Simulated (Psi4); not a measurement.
Psi4 input (wB97X-D/6-31G*):

```
memory 1500 MB

molecule {
0 3
Li   -1.09905452   -0.98031635   -0.42148302
O     0.35055651    0.32100927    0.03179574
H     0.49271153    0.37287484    1.01008312
symmetry c1
no_reorient
no_com
}

set {
  basis 6-31G*
  reference uks
  scf_type pk
  dft_radial_points 99
  dft_spherical_points 590
  e_convergence 1e-8
  d_convergence 1e-7
  maxiter 150
}

e = energy('wb97x-d')
print_out(f'\nFINAL {e:.10f} DIPOLE {variable("CURRENT DIPOLE")[0]:.6f} {variable("CURRENT DIPOLE")[1]:.6f} {variable("CURRENT DIPOLE")[2]:.6f}\n')
```

From the last part of the output:

```
              A
    DOCC [     5 ]
    SOCC [     2 ]
    NA   [     7 ]
    NB   [     5 ]

  @UKS Final Energy:   -83.19945937599276

   => Energetics <=

    Nuclear Repulsion Energy =             11.2532524415939967
    One-Electron Energy =                -135.5500151957989772
    Two-Electron Energy =                  48.5043197494217821
    DFT Exchange-Correlation Energy =      -7.4060247760210096
    Empirical Dispersion Energy =          -0.0009915951885461
    VV10 Nonlocal Energy =                  0.0000000000000000
    Total Energy =                        -83.1994593759927596

  UHF NO Occupations:
  HONO-2 :    5  A 1.9992947
  HONO-1 :    6  A 1.0000000
  HONO-0 :    7  A 1.0000000
  LUNO+0 :    8  A 0.0007053
  LUNO+1 :    9  A 0.0003068
  LUNO+2 :   10  A 0.0002022
  LUNO+3 :   11  A 0.0000039

Computation Completed

Properties will be evaluated at   0.000000,   0.000000,   0.000000 [a0]

Properties computed using the SCF density matrix

 Multipole Moments:

 ------------------------------------------------------------------------------------
     Multipole            Electronic (a.u.)      Nuclear  (a.u.)        Total (a.u.)
 ------------------------------------------------------------------------------------

 L = 1.  Multiply by 2.5417464519 to convert [e a0] to [Debye]
 Dipole X            :          1.0290969            0.0000001            1.0290970
 Dipole Y            :          0.9093781           -0.0000001            0.9093780
 Dipole Z            :          0.4999228           -0.0000000            0.4999228
 Magnitude           :                                                    1.4614827

 ------------------------------------------------------------------------------------

FINAL -83.1994593760 DIPOLE 1.029097 0.909378 0.499923

*** Psi4 exiting successfully. Buy a developer a beer!
```
